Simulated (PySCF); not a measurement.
**A survey of $^{31}$P NMR shifts**

[PySCF 2.14.0 with density-fitted response routines: shieldings: GIAO PBE0/pcSseg-1; GFN2-xTB structure; one averaged value for each set of equivalent atoms; gas phase; single conformer; relativity neglected]

Shieldings were converted by a linear fit to measured shifts: $^{31}$P: δ = 270.09 − 0.828σ (rms 18.1 ppm, 64 shifts vs H3PO4, solution or neat liquid). Occasional misses reach two or three times the rms, and more in compound classes unlike the fitted ones.

**Question.** Give the $^{31}$P shifts of `Clc1pcpcp1`, `COC(=O)/P=P/c1ccco1`, `CN(C)/C([SiH3])=P/P`.

**Answer.** 
```
                                                              compound                                                environment  δ (ppm)
                              [Cl:1][c:2]1[p:3][cH:4][p:5][cH:6][p:7]1  P3/7: phosphorus bonded to 2 C, in a 6-membered ring (×2)    228.0
                              [Cl:1][c:2]1[p:3][cH:4][p:5][cH:6][p:7]1         P5: phosphorus bonded to 2 C, in a 6-membered ring    215.2
[CH3:1][O:2][C:3](=[O:4])/[P:5]=[P:6]/[c:7]1[cH:8][cH:9][cH:10][o:11]1                              P6: phosphorus bonded to C, P    486.4
[CH3:1][O:2][C:3](=[O:4])/[P:5]=[P:6]/[c:7]1[cH:8][cH:9][cH:10][o:11]1                              P5: phosphorus bonded to C, P    421.4
                   [CH3:1][N:2]([CH3:3])/[C:4]([SiH3:5])=[P:6]/[PH2:7]                              P6: phosphorus bonded to C, P     87.1
                   [CH3:1][N:2]([CH3:3])/[C:4]([SiH3:5])=[P:6]/[PH2:7]                            P7: phosphorus bonded to P, 2 H   -171.5
```

**Question.** Order these by $^{31}$P shift, lowest first.
A. C=CN(C)[SiH](P)P
B. Cc1pc(Cl)ccc1C#N
C. F[Si@@H](CC(F)(F)F)[SiH2]P
D. CC(=O)C[P@@]1(=O)C[C@@H]1[SiH3]
E. Clc1[nH]c2ccccc2p1
F. c1ccc(-c2cocp2)cc1

**Answer.** C (-256.5 ppm, phosphorus bonded to Si, 2 H), A (-225.4 ppm, phosphorus bonded to Si, 2 H), D (-57.2 ppm, phosphorus bonded to 3 C, O, in a 3-membered ring), E (81.4 ppm, phosphorus bonded to 2 C, in a 5-membered ring), F (112.3 ppm, phosphorus bonded to 2 C, in a 5-membered ring), B (191.1 ppm, phosphorus bonded to 2 C, in a 6-membered ring).
